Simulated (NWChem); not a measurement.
System: CH3FO3Si; SMILES O=CO[Si@@H](O)F

```xyz
9

O     -0.4581    -1.9114     0.6448
C      0.5285    -1.7303    -0.0352
O      0.8922    -0.5629    -0.5862
Si     0.0014     0.8777    -0.3832
O     -1.5751     0.5509    -0.1357
F      0.6881     1.6233     0.8575
H      1.2488    -2.5220    -0.2823
H      0.1984     1.6778    -1.5941
H     -1.7035    -0.2846     0.3523
```
Atoms are numbered in this order, from 1.

Program: NWChem. Medium grid unless said otherwise, to which SCAN and Minnesota functionals are sensitive. Geometry: optimised at B3LYP/6-31G* (spherical d). Hybrids' shares of exact exchange are those that their runs print; pure functionals count as 0. The functionals differ in more than this share.

| row | share of exact exchange | highest occupied level (eV) |
|---|---|---|
| PBE/def2-TZVP | 0.00 | -7.33 |
| r2SCAN/def2-TZVP | 0.00 | -7.69 |
| TPSSh/def2-TZVP | 0.10 | withheld |
| B3LYP/def2-TZVP | 0.20 | -8.78 |
| PW6B95/def2-TZVP | 0.28 | -9.20 |

Question: Fit a straight line of the last column on the one before it, predict the withheld value, and compare with the run.

Answer: 
1. Means of the 4 shown rows: x = 0.120, y = -8.250. Slope Σ(x − x̄)(y − ȳ)/Σ(x − x̄)² = -0.3720/0.06080 = -6.118; intercept -7.516.
2. The shown rows scatter about the line by 0.130 (root mean square); the largest residual is +0.19, at PBE/def2-TZVP.
3. At x = 0.10 (TPSSh/def2-TZVP; inside the shown range) the line gives -8.13.
4. The run gives -8.10, +0.03 from the line, 0.2 times the scatter.
